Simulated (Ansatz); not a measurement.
Born–Oppenheimer molecular dynamics of F₆H₄MoOSi (13 atoms, charge 0, multiplicity 1). It starts at the highest image of a converged band, a first-order saddle point between two minima.

All numbers below come from Ansatz, RKS PBE/def2-SVP.

| Property | Result |
| --- | --- |
| ensemble | NVE (velocity Verlet) |
| time step | 0.5 fs |
| steps asked | 200 |
| starting velocities drawn for | 300 K |
| seed | 8822 |

First frame:

```xyz
13
Properties=species:S:1:pos:R:3
Mo 0.155 0.162 -0.046
F -0.861 0.641 1.865
F 1.959 0.162 -0.647
F -0.086 1.953 -0.416
F -1.667 -0.102 -0.261
F 0.286 -1.541 0.654
F 0.068 -0.382 -1.814
O 1.290 0.768 1.534
Si 2.994 0.992 1.689
H 3.698 -0.311 1.478
H 3.455 2.055 0.742
H 3.139 1.448 3.111
H 0.187 0.836 2.136
```

Question: How far do the bonds stretch over the last three quarters of this one trajectory? (Pairs bonded in most of those frames.)

Answer: 
```csv
bond,mean (Å),spread (Å),shortest,longest
Mo1–F2,1.944,0.093,1.83,2.16
Mo1–F3,1.913,0.026,1.87,1.96
Mo1–F4,1.852,0.009,1.83,1.86
Mo1–F5,1.867,0.037,1.80,1.93
Mo1–F6,1.850,0.006,1.83,1.86
Mo1–F7,1.871,0.035,1.81,1.91
Mo1–O8,2.285,0.145,2.14,2.61
O8–Si9,1.745,0.012,1.72,1.76
O8–H13,1.002,0.063,0.90,1.15
Si9–H10,1.494,0.026,1.46,1.53
Si9–H11,1.498,0.032,1.45,1.54
Si9–H12,1.503,0.014,1.48,1.53
```

Mean temperature of the second half: 303 K. The conserved energy stayed within 0.21 meV per atom of its start (net change -0.19 meV per atom), so the integration is sound. A run of 0.1 ps of so small a system gives no equilibrium averages. The orbitals stay closed-shell, which can raise the energy where a bond breaks towards radicals; this wasn't checked here.

Run time: 8.7 min on 4 threads of Arm Neoverse V2, with other jobs on the host, peak memory 0.28 GiB.
